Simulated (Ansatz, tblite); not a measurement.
Cost and result up the ladder for Be5Se4 (the lowest singlet isomer of a short search) (9 atoms). The state is a singlet with charge 0. Geometry: B3LYP-D4/def2-SVP.

```xyz
9

Be    0.7561   -0.0574   -2.0319
Be   -1.7876   -0.4969   -1.4470
Be   -1.3385   -0.4506    1.3588
Be    1.8553    0.9376   -0.6198
Be    1.3352    0.3442    1.9065
Se   -0.6833   -1.1010   -3.0367
Se   -2.8270    0.2014    0.1486
Se    0.1130   -1.1154    2.6065
Se    2.5769    1.7380    1.1149
```

Ansatz on 4 threads of Arm Neoverse V2 on a shared host; xTB runs through tblite on one thread. Times are rough, summed over both states, and most runs start from the orbitals of an earlier one. PBE0-D4/def2-TZVP serves as the yardstick here, not as an exact answer. The other state is a triplet.

The xTB rows come from tblite. Another isomer (singlet) lies 0.61 eV lower at PBE0-D4/def2-TZVP; other spin states weren't run for this one.

xTB has no spin-polarisation term.

```json
{"level": "GFN1-xTB", "functions": "56", "wall time": "0.018 s"}
{"level": "GFN2-xTB", "functions": "56", "wall time": "0.047 s"}
{"level": "PBE-D4/def2-TZVP", "functions": "287", "wall time": "22 s"}
{"level": "r2SCAN-D4/def2-TZVP (with forces)", "functions": "287", "wall time": "52 s"}
{"level": "PBE0-D4/def2-TZVP", "functions": "287", "wall time": "53 s"}
```

(1) Estimate what each level gives for the vertical triplet (eV).

## Answers

(1) 
```json
{"level": "GFN1-xTB", "vertical triplet (eV)": "2.98", "difference from PBE0-D4/def2-TZVP (eV)": "0.31"}
{"level": "GFN2-xTB", "vertical triplet (eV)": "2.62", "difference from PBE0-D4/def2-TZVP (eV)": "-0.05"}
{"level": "PBE-D4/def2-TZVP", "vertical triplet (eV)": "2.54", "difference from PBE0-D4/def2-TZVP (eV)": "-0.13"}
{"level": "r2SCAN-D4/def2-TZVP (with forces)", "vertical triplet (eV)": "2.48", "difference from PBE0-D4/def2-TZVP (eV)": "-0.19"}
{"level": "PBE0-D4/def2-TZVP", "vertical triplet (eV)": "2.67", "difference from PBE0-D4/def2-TZVP (eV)": "0.00"}
```
